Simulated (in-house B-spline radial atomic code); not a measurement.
Values are calculated unless marked as measured or tabulated.
**Weak and strong correlation along the adiabatic connection**

Two-electron singlets in several external potentials (atomic units), by full CI in B-splines with partial waves to l = 8 (correlation energies up to 0.6 % small). The repulsion is scaled by λ at fixed density; W(λ) is the mean repulsion less the Hartree energy, W(0) = E_x, and the area under W from 0 to 1 is E_xc.

One system gave this curve:

```json
{"λ": "0", "W (hartree)": "-1.7908"}
{"λ": "0.02", "W (hartree)": "-1.7927"}
{"λ": "0.05", "W (hartree)": "-1.7955"}
{"λ": "0.12", "W (hartree)": "-1.8019"}
{"λ": "0.25", "W (hartree)": "-1.8135"}
{"λ": "0.4", "W (hartree)": "-1.8264"}
{"λ": "0.6", "W (hartree)": "-1.843"}
{"λ": "0.8", "W (hartree)": "-1.8587"}
{"λ": "1", "W (hartree)": "-1.8736"}
{"λ": "1.4", "W (hartree)": "-1.9015"}
{"λ": "2", "W (hartree)": "-1.9388"}
{"λ": "3", "W (hartree)": "-1.9912"}
{"λ": "4.5", "W (hartree)": "-2.0528"}
{"λ": "7", "W (hartree)": "-2.126"}
{"λ": "10", "W (hartree)": "-2.1857"}
```

(1) Which system is it?
A. −Z/r, Z = 6.5
B. ω²r²/2 − Z/r, ω = 0.0153, Z = 1.5
C. ω²r²/2 − Z/r, ω = 0.589, Z = 1.5
D. ω²r²/2 − Z/r, ω = 3.76, Z = 1.5

Results:

(1) D. The exchange energy sets the size: ω²r²/2 − Z/r, ω = 3.76, Z = 1.5: E_x = -1.79, E_c = -0.0431; −Z/r, Z = 6.5: E_x = -3.84, E_c = -0.045; ω²r²/2 − Z/r, ω = 0.589, Z = 1.5: E_x = -0.935, E_c = -0.0397; ω²r²/2 − Z/r, ω = 0.0153, Z = 1.5: E_x = -0.71, E_c = -0.0409 hartree.
